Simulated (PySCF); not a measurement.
C5H11Al (SMILES C=[CH][Al]([CH3])[CH2]C), singlet, at a GFN2-xTB geometry (such geometries of metal compounds can be far from the true shape), with bond 8-6 at 1.8 times its length; CASSCF(4,6)/STO-3G run with PySCF.

Input for PySCF:
```python
from pyscf import gto, scf, mcscf
import numpy

mol = gto.M(
    atom='''
Al   -0.26164108    0.16165024    0.56009372
C    -0.40693335    0.24359331    2.54505704
H    -0.93590448   -0.62463146    2.95344897
H    -0.95824829    1.12572542    2.88894117
H     0.57053396    0.28212745    3.03908865
C     1.29975723    0.97819582   -0.40840477
C     2.31182566   -0.05363241   -0.93998737
H     2.26610239    2.22703116    0.79002834
H     0.97087674    1.59637745   -1.25754174
H     1.82793987   -0.75713591   -1.61643567
H     2.74133648   -0.62781780   -0.11973234
H     3.12782582    0.42999508   -1.47929011
C    -1.65124014   -0.76423198   -0.51824616
C    -1.58409146   -0.79287687   -1.84978974
H    -2.50738517   -1.26721911   -0.06082658
H    -2.31937922   -1.28047329   -2.47948265
H    -0.76878489   -0.31668153   -2.37855334
''',
    basis='sto-3g',
    verbose=4,
)

mf = scf.RHF(mol)
mf.kernel()
mc = mcscf.CASSCF(mf, 6, 4)
mc.fix_spin_(ss=0.0)
mc.conv_tol = 1e-5
mc.kernel()
occ = numpy.linalg.eigvalsh(mc.fcisolver.make_rdm1(mc.ci, mc.ncas, mc.nelecas))[::-1]
ss = mc.fcisolver.spin_square(mc.ci, mc.ncas, mc.nelecas)[0]
print('natural occupations', occ.round(4), ' <S^2>', round(ss, 4))
```

It wrote (shortened):

```
PySCF version 2.14.0

[INPUT] verbose = 4
[INPUT] num. atoms = 17
[INPUT] num. electrons = 54
[INPUT] charge = 0
[INPUT] spin (= nelec alpha-beta = 2S) = 0
[INPUT] symmetry False subgroup None
[INPUT] Mole.unit = angstrom
[INPUT] Symbol           X                Y                Z      unit          X                Y                Z       unit  Magmom
[...]
nuclear repulsion = 258.065301092412
number of shells = 31
number of NR pGTOs = 135
number of NR cGTOs = 45
basis = sto-3g
ecp = {}

******** <class 'pyscf.scf.hf.RHF'> ********
method = RHF
initial guess = minao
damping factor = 0
level_shift factor = 0
DIIS = <class 'pyscf.scf.diis.CDIIS'>
diis_start_cycle = 1
diis_space = 8
diis_damp = 0
SCF conv_tol = 1e-09
SCF conv_tol_grad = None
SCF max_cycles = 50
direct_scf = True
direct_scf_tol = 1e-13
Set gradient conv threshold to 3.16228e-05
Initial guess from minao.
init E= -432.332481775694
[...]
cycle= 1 E= -432.18589660702  delta_E= 0.147  |g|= 0.314  |ddm|= 4.69
[...]
cycle= 2 E= -432.230985356946  delta_E= -0.0451  |g|= 0.102  |ddm|= 0.621
[...]
cycle= 3 E= -432.234977228392  delta_E= -0.00399  |g|= 0.0411  |ddm|= 0.195
[...]
cycle= 4 E= -432.235686063899  delta_E= -0.000709  |g|= 0.00844  |ddm|= 0.0741
[...]
cycle= 5 E= -432.235718612979  delta_E= -3.25e-05  |g|= 0.00247  |ddm|= 0.0145
[...]
cycle= 6 E= -432.235724920758  delta_E= -6.31e-06  |g|= 0.000975  |ddm|= 0.00726
[...]
cycle= 7 E= -432.235725803012  delta_E= -8.82e-07  |g|= 0.000387  |ddm|= 0.00278
[...]
cycle= 8 E= -432.235725921863  delta_E= -1.19e-07  |g|= 5.89e-05  |ddm|= 0.00113
[...]
cycle= 9 E= -432.235725924973  delta_E= -3.11e-09  |g|= 1.18e-05  |ddm|= 0.000176
[...]
cycle= 10 E= -432.235725925071  delta_E= -9.78e-11  |g|= 3.83e-06  |ddm|= 2.68e-05
[...]
Extra cycle  E= -432.235725925082  delta_E= -1.09e-11  |g|= 1.57e-06  |ddm|= 7.1e-06
converged SCF energy = -432.235725925082

******** <class 'pyscf.mcscf.mc1step.CASSCF'> ********
CAS (2e+2e, 6o), ncore = 25, nvir = 14
max_cycle_macro = 50
max_cycle_micro = 4
conv_tol = 1e-05
conv_tol_grad = None
orbital rotation max_stepsize = 0.02
orbital rotation threshold for CI restart = 0.01
augmented hessian ah_max_cycle = 30
augmented hessian ah_conv_tol = 1e-12
augmented hessian ah_linear dependence = 1e-14
augmented hessian ah_level shift = 1e-08
augmented hessian ah_start_tol = 2.5
augmented hessian ah_start_cycle = 3
augmented hessian ah_grad_trust_region = 3
kf_trust_region = 3
kf_interval = 4
ci_response_space = 4
ci_grad_trust_region = 3
with_dep4 0
natorb = False
canonicalization = True
sorting_mo_energy = False
ao2mo_level = 2
internal_rotation = False
******** <class 'pyscf.fci.addons.SpinPenaltyFCISolver'> ********
max. cycles = 50
conv_tol = 1e-08
davidson only = True
linear dependence = 1e-12
level shift = 0.001
max iter space = 12
nroots = 1
pspace_size = 400
spin = None
CASCI E = -432.343524999506  S^2 = 0.0000000
Set conv_tol_grad to 0.00316228
macro iter   1 ( 21 JK    4 micro), CASSCF E = -432.363664899748  dE = -2.01399002e-02  S^2 = 0.0000000
               |grad[o]|=0.0685  |grad[c]|=0.0419  |ddm|=0.0333  |maxRot[o]|=0.186
macro iter   2 ( 21 JK    4 micro), CASSCF E = -432.365019527666  dE = -1.35462792e-03  S^2 = 0.0000000
               |grad[o]|=0.0158  |grad[c]|=0.00325  |ddm|=0.00743  |maxRot[o]|=0.251
macro iter   3 ( 16 JK    3 micro), CASSCF E = -432.365112055600  dE = -9.25279341e-05  S^2 = 0.0000000
               |grad[o]|=0.00232  |grad[c]|=0.00285  |ddm|=0.000597  |maxRot[o]|=0.213
macro iter   4 (  6 JK    1 micro), CASSCF E = -432.365157997025  dE = -4.59414255e-05  S^2 = 0.0000000
               |grad[o]|=0.00142  |grad[c]|=0.00277  |ddm|=0.000165  |maxRot[o]|=0.0798
macro iter   5 (  6 JK    1 micro), CASSCF E = -432.365209871733  dE = -5.18747076e-05  S^2 = 0.0000000
               |grad[o]|=0.00128  |grad[c]|=0.00264  |ddm|=0.000182  |maxRot[o]|=0.0798
macro iter   6 (  6 JK    1 micro), CASSCF E = -432.365267073458  dE = -5.72017252e-05  S^2 = 0.0000000
               |grad[o]|=0.00117  |grad[c]|=0.0025  |ddm|=0.000221  |maxRot[o]|=0.0798
macro iter   7 (  6 JK    1 micro), CASSCF E = -432.365323614188  dE = -5.65407302e-05  S^2 = 0.0000000
               |grad[o]|=0.00103  |grad[c]|=0.00225  |ddm|=0.000261  |maxRot[o]|=0.0798
macro iter   8 (  6 JK    1 micro), CASSCF E = -432.365371749755  dE = -4.81355671e-05  S^2 = 0.0000000
               |grad[o]|=0.000875  |grad[c]|=0.00185  |ddm|=0.000303  |maxRot[o]|=0.0798
macro iter   9 (  6 JK    1 micro), CASSCF E = -432.365404868196  dE = -3.31184403e-05  S^2 = 0.0000000
               |grad[o]|=0.000685  |grad[c]|=0.00155  |ddm|=0.00034  |maxRot[o]|=0.0797
macro iter  10 (  4 JK    1 micro), CASSCF E = -432.365414254485  dE = -9.38628932e-06  S^2 = 0.0000000
               |grad[o]|=0.000486  |grad[c]|=0.000732  |ddm|=0.000207  |maxRot[o]|= 0.04
macro iter  11 (  4 JK    1 micro), CASSCF E = -432.365416026625  dE = -1.77213985e-06  S^2 = 0.0000000
               |grad[o]|=0.000335  |grad[c]|=0.000227  |ddm|=7.9e-05  |maxRot[o]|=0.012
macro iter  12 (  1 JK    1 micro), CASSCF E = -432.365416026890  dE = -2.65345079e-10  S^2 = 0.0000000
               |grad[o]|=0.000272  |grad[c]|=1.91e-05  |ddm|=6.83e-06  |maxRot[o]|=    0
1-step CASSCF converged in  12 macro (103 JK  20 micro) steps
CASSCF canonicalization
Density matrix diagonal elements [1.8817091  1.70997436 0.27545124 0.0667292  0.05445335 0.01168276]
CASSCF energy = -432.365416026890
CASCI E = -432.365416026890  E(CI) = -2.77948848435597  S^2 = 0.0000000
natural occupations [1.8819e+00 1.7117e+00 2.8830e-01 1.1750e-01 6.0000e-04 0.0000e+00]  <S^2> 0.0
```
